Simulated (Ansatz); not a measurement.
`OC(O)(Cl)[SiH2]Cl` + `O[SiH](O)S` → `O[SiH](O)S[SiH2]Cl` + `OC(O)Cl`  (ligand exchange at the Si–C bond)

Calculated with Ansatz (gas phase, PBE0-D4/def2-TZVP geometries, no zero-point term in ΔE). CCSD(T)/CBS adds triple-zeta CCSD(T) − MP2 to the extrapolated MP2 energy (def2 sets, frozen cores). DFT in def2-TZVPP. One conformer a species, not always the lowest.

`OC(O)(Cl)[SiH2]Cl`:

```xyz
10

O     0.109   -1.485    0.688
C     0.014   -0.121    0.629
O     1.176    0.513    1.042
Cl   -1.272    0.484    1.768
Si   -0.615    0.417   -1.090
Cl    0.964    0.118   -2.380
H     0.459   -1.728    1.556
H     1.844    0.355    0.362
H    -1.762   -0.412   -1.513
H    -0.918    1.860   -1.062
```

`O[SiH](O)S`:

Cartesian coordinates in Å:
```
O 0.024 -0.350 1.431
Si -0.047 0.533 0.050
O -1.579 0.408 -0.490
S 1.458 -0.126 -1.317
H 0.898 -0.610 1.727
H 0.231 1.972 0.230
H -2.040 -0.417 -0.329
H 1.055 -1.409 -1.303
```

`O[SiH](O)S[SiH2]Cl`:

Cartesian coordinates in Å:
```
O 1.580 1.357 -1.577
Si 0.346 0.455 -0.999
O -0.082 -0.625 -2.136
S 1.067 -0.452 0.812
Si -0.811 -0.721 1.761
Cl -1.430 0.980 2.730
H 2.112 1.844 -0.946
H -0.882 1.222 -0.712
H 0.593 -1.214 -2.480
H -0.637 -1.781 2.775
H -1.856 -1.066 0.772
```

`OC(O)Cl`:

Z-matrix (Å, degrees):
```
C
O 1 1.368
Cl 1 1.794 2 111.9
O 1 1.382 2 113.2 3 -118.9
H 1 1.091 2 106.8 3 115.8
H 2 0.965 1 108.0 3 61.6
H 4 0.964 1 107.1 2 -59.5
```

Is it downhill or uphill in electronic energy at CCSD(T)/CBS, and by how much? (Estimate.)

Ansatz gave: Downhill: ΔE = -86.7 kJ/mol.

What do these levels give: PBE0-D4, PBE0, r2SCAN0, RPA@PBE/def2-TZVPP, CCSD(T)/def2-SVP, SCS-MP2/def2-QZVPP? (Best estimate.)

The calculation gave: PBE0-D4 -90.0, PBE0 -89.7, r2SCAN0 -91.0, RPA@PBE/def2-TZVPP -80.1, CCSD(T)/def2-SVP -75.9, SCS-MP2/def2-QZVPP -89.5 kJ/mol.

Largest T1 diagnostic among the species: 0.011.

From PBE to PBE0 (25 % exact exchange), in def2-TZVPP and without D4, ΔE moves by −5.8 kJ/mol. At CCSD(T), def2-SVP lies +10.9 kJ/mol from the extrapolated value and def2-TZVPP +1.7 kJ/mol. In def2-TZVPP, CCSD(T) changes the Hartree–Fock value by +10.2 kJ/mol (the triples alone add +1.2 kJ/mol) and MP2 by +5.2 kJ/mol.
